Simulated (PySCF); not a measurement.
**Relative stability**

The two ends of one reaction step of SiH$_{3}$Cl$_{3}$, closed shell (PBE0-D4/def2-TZVP).

A:

Si1  (-0.783, 0.653, -0.405)
Cl2  (2.022, -1.295, 1.671)
Cl3  (0.526, -0.355, -1.627)
Cl4  (-1.984, -0.679, 0.556)
H5  (-1.612, 1.517, -1.266)
H6  (1.758, -1.263, 0.415)
H7  (0.007, 1.402, 0.589)
(Å)

B:

```
7
angstrom
Si -0.8223 -0.6513 -0.0514
Cl 0.8514 -1.4308 0.7937
Cl -1.4082 -1.8272 -1.5985
Cl -2.3025 -0.5678 1.3349
H -0.5366 0.7017 -0.5456
H 2.2993 1.6089 0.2133
H 2.0189 2.1890 -0.1631
```

PySCF 2.14 with density fitting (its default auxiliary sets; JK sets also for MP2 and CCSD(T)); basis: def2-TZVPP; cores frozen in the correlated methods. B3LYP uses VWN-RPA correlation.

Q: Which structure is lower at CCSD(T), and by how much? (Judge from chemistry; the value comes from the calculation.)

A: The calculation gives: B, by 15.44 kcal/mol (electronic energy, against the other). By their contacts, A is a complex of SiH₂Cl₂ ([Cl][SiH2][Cl]) + HCl and B is a complex of SiHCl₃ ([Cl][SiH]([Cl])[Cl]) + H₂.

All methods give the same order:

| method | E(B) − E(A) (kcal/mol) |
| --- | --- |
| SPW92 | -15.12 |
| PBE-D4 | -16.69 |
| r2SCAN-D4 | -17.78 |
| PBE0-D4 | -16.38 |
| B3LYP-D4 | -16.08 |
| BHLYP-D4 | -15.80 |
| wB97M-V | -16.93 |
| HF | -14.22 |
| MP2 | -17.75 |
| CCSD | -14.71 |
| CCSD(T) | -15.44 |

No T1 diagnostic of these runs exceeds 0.009.

Labels in which every atom is bracketed show which atoms are joined, not bond orders.

For scale, one of the runs: CCSD(T)/def2-TZVPP, 210 basis functions, launched by `OMP_NUM_THREADS=4 python run.py`. Time: 7.4 min of wall clock on 4 CPU threads of an Arm Neoverse V2; the host was shared. Peak host memory: 2.9 GiB.
